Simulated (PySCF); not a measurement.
Correlation energy of Sc (scandium, neutral)

[Ar] 3d1 4s2, 2D determinant. Calculation: PySCF 2.14, in x2c-TZVPPall with one added diffuse shell each of s, p, d, f type (7s6p5d3f1g, 80 functions); scalar relativity by spin-free X2C-1e. Frozen: [Ne]; 11 electrons correlated.

MP2 pair energies summed by pair of shells (mhartree):

```
 pair   energy  share (%)
3p-3p  -125.91       53.6
3p-4s   -24.54       10.5
3p-3d   -23.62       10.1
4s-4s   -20.99        8.9
3s-3p   -20.50        8.7
3d-4s    -8.05        3.4
3s-3s    -6.00        2.6
3s-3d    -3.85        1.6
3s-4s    -1.38        0.6
```

Total MP2 correlation energy: -234.84 mhartree.

Same-spin part -65.11 and opposite-spin part -169.74 mhartree; SCS-MP2 scales them by 1/3 and 6/5 to -225.38 mhartree.

This basis was not built for core-valence correlation, so the inner-shell part is incomplete.
